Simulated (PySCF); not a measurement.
# Spectroscopy problems

[PySCF: geometry: GFN2-xTB; σ from GIAO-PBE0/pcSseg-1; one computed conformer; gas phase; non-relativistic Hamiltonian; fast rotation and ring inversion assumed for equivalent nuclei]

δ = σ(ref) − σ, references computed at the same level: 1H and 13C vs TMS. Splittings of carbon signals by F and P are missing where no couplings were computed. Where no couplings were computed, multiplicities follow the n + 1 count of equivalent neighbours, and m marks all less simple cases (inequivalent or close neighbours, rings, F or P nearby). Shifts are as computed. Against solution values, carbons near 30 ppm lie about +3 ppm off and those near 130 ppm about +5 ppm. Of 1211 compounds with measured shifts, 218 miss one by over three times the rms of a fit or turn the order of signals round; such compounds aren't used in these exercises. OH and NH positions are gas-phase values without hydrogen bonding to other molecules.

(1) C4H7F2N. 1H NMR (600 MHz, computed): δ 5.83 (m, 1H), 5.74 (m, 1H), 5.66 (m, 1H), 5.41 (m, 1H), 3.29 (m, 1H), 0.84 (br s, 2H). 13C{1H} NMR (computed): δ 142.6 (CH), 128.9 (CH2), 125.9 (CH), 65.1 (CH). Identify the compound.

(2) C6H10O3. 1H NMR (300 MHz, computed): δ 7.93 (s, 1H), 2.32 (s, 3H), 1.54 (s, 6H). 13C{1H} NMR (computed): δ 214.1 (C), 166.1 (CH), 83.6 (C), 28.7 (CH3), 25.7 (CH3). What is it?

## Answers

(1) `C=C[C@@H](N)C(F)F`. The formula gives 1 degree of unsaturation (no ring in the answer). 4 carbon signals for 4 carbons: no two carbons are equivalent. Carbon types of the structure: 3 × CH, 1 × CH2, leaving 2 H on heteroatoms. δC 142.6: alkene CH; the olefinic region. δC 128.9: terminal =CH2 carbon; an sp2 carbon of a C=C bond. δC 125.9: sp3 CH bonded to 2 F; 2 electronegative neighbours deshield it. δC 65.1: allylic sp3 CH bonded to N; the inductive effect lowers its shielding.

This is the structure that produced the data.

(2) `InChI=1S/C6H10O3/c1-5(8)6(2,3)9-4-7/h4H,1-3H3`. The formula gives 2 degrees of unsaturation (no ring in the answer). 5 carbon signals for 6 carbons: some carbons are equivalent by symmetry or fast rotation. Carbon types of the structure: 2 × C, 1 × CH, 3 × CH3, which accounts for all hydrogens. δC 214.1: ketone carbonyl carbon; the double bond to the heteroatom, with no lone-pair donor beside it, deshields it most. δC 166.1: ester carbonyl carbon; lone-pair donation from the attached heteroatom keeps it upfield of a ketone carbonyl. δC 83.6: fully substituted sp3 carbon bonded to O, α to a carbonyl; the inductive effect lowers its shielding. δC 25.7: methyl carbon; saturated and bonded to C and H only.

The data come from this structure; uniqueness wasn't tested.
